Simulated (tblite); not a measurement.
Compound: C₃H₁₀AsGa.
Z-matrix (Å and degrees, GFN2-xTB geometry), rows numbered from 1:
```
C 
C   1  1.3207
C   2  1.4929  1  124.16
As  3  1.9829  2  108.35  1   109.43
Ga  4  2.6740  3   99.17  2    44.57
H   1  1.0796  2  121.58  3     1.57
H   1  1.0762  2  121.96  3  -179.47
H   2  1.0895  1  120.56  3   178.87
H   3  1.0968  2  110.12  1  -134.00
H   3  1.0944  2  111.32  1   -12.56
H   4  1.5026  3   96.79  2  -168.82
H   4  1.4939  3   96.55  2   -76.85
H   5  1.5630  4   94.85  3    41.04
H   5  1.5530  4  105.34  3   160.94
H   5  1.5596  4   93.75  3   -78.22
```

Calculated harmonic vibrations of the isolated species, GFN2-xTB (tblite), most abundant isotopes, no scaling. This tight-binding method is rough: wavenumbers can miss measured ones by several per cent, in bad cases by 10 to 20. Modes of hydrogen on arsenic and gallium can be 10 to 20 % off. One conformer, not necessarily the lowest.

Harmonic wavenumbers (cm⁻¹): 38.0, 62.2, 89.3, 123.7, 157.2, 203.7, 235.3, 361.8, 388.7, 400.4, 523.9, 566.3, 625.4, 652.8, 705.4, 723.8, 728.7, 846.5, 893.4, 945.1, 972.8, 994.6, 1036.3, 1150.7, 1162.6, 1262.9, 1397.4, 1421.2, 1587.8, 1677.8, 1704.6, 1710.2, 1892.1, 1958.8, 2892.4, 2922.0, 2960.6, 3081.5, 3129.6.

A = 2164, B = 1194, C = 830.5 MHz; mass 189.925 u (most abundant isotopes); point group C1, symmetry number 1.

Question: Zero-point energy?

Answer: Half the sum of the wavenumbers: 22094 cm⁻¹ = 63.17 kcal/mol.

Question: Give the ideal-gas entropy at 298.15 K and 1 bar in the rigid-rotor, harmonic-oscillator model (classical rotation).

Answer: Translation 41.66, rotation 29.39, vibration 29.71: S = 100.8 cal/(mol K).

Question: And Cp and H(298.15 K) − H(0)?

Answer: Cp = 36.10 cal/(mol K), of which vibrations give 28.15 (their classical limit is 39 R = 77.5); H(298.15 K) − H(0) = 6.84 kcal/mol without the zero-point energy, 4.47 from vibrations.

Question: Which modes carry the vibrational entropy at 298.15 K?

Answer: 38.0 cm⁻¹: 5.36; 62.2 cm⁻¹: 4.39; 89.3 cm⁻¹: 3.68; 123.7 cm⁻¹: 3.04; 157.2 cm⁻¹: 2.58; 203.7 cm⁻¹: 2.10 cal/(mol K); the other 33 give 8.57 together.

Question: How do the functions run with temperature in this model?

Answer: 
```json
{"T (K)": "50", "S (cal/(mol K))": "60.9", "Cp (cal/(mol K))": "14.0", "H − H(0) (kcal/mol)": "0.53", "G − H(0) (kcal/mol)": "-2.52", "ln q(vib)": "0.71"}
{"T (K)": "100", "S (cal/(mol K))": "72.2", "Cp (cal/(mol K))": "19.1", "H − H(0) (kcal/mol)": "1.36", "G − H(0) (kcal/mol)": "-5.86", "ln q(vib)": "2.11"}
{"T (K)": "373.15", "S (cal/(mol K))": "109.5", "Cp (cal/(mol K))": "41.8", "H − H(0) (kcal/mol)": "9.77", "G − H(0) (kcal/mol)": "-31.09", "ln q(vib)": "9.28"}
{"T (K)": "500", "S (cal/(mol K))": "122.9", "Cp (cal/(mol K))": "49.9", "H − H(0) (kcal/mol)": "15.61", "G − H(0) (kcal/mol)": "-45.85", "ln q(vib)": "12.32"}
{"T (K)": "750", "S (cal/(mol K))": "145.4", "Cp (cal/(mol K))": "61.1", "H − H(0) (kcal/mol)": "29.59", "G − H(0) (kcal/mol)": "-79.49", "ln q(vib)": "17.89"}
{"T (K)": "1000", "S (cal/(mol K))": "164.0", "Cp (cal/(mol K))": "68.1", "H − H(0) (kcal/mol)": "45.80", "G − H(0) (kcal/mol)": "-118.24", "ln q(vib)": "22.91"}
```

q(vib) and H(0) count from the zero-point level.

Question: Blend soft modes into free rotors: weight 1/[1 + (100 cm⁻¹/ν̃)⁴] for the oscillator and the rest for a rotor with moment μB/(μ + B), μ = h/(8π²ν), B = 10⁻⁴⁴ kg m². What vibrational entropy results?

Answer: 26.72 cal/(mol K) in place of 29.71, which changes −T·S at 298.15 K by +0.89 kcal/mol.

Hindered rotation and anharmonicity are outside this model. Other conformers, if any are populated, would add a mixing term that is left out. The structure is chiral; the term R ln 2 for an equal mix with its mirror image is left out.
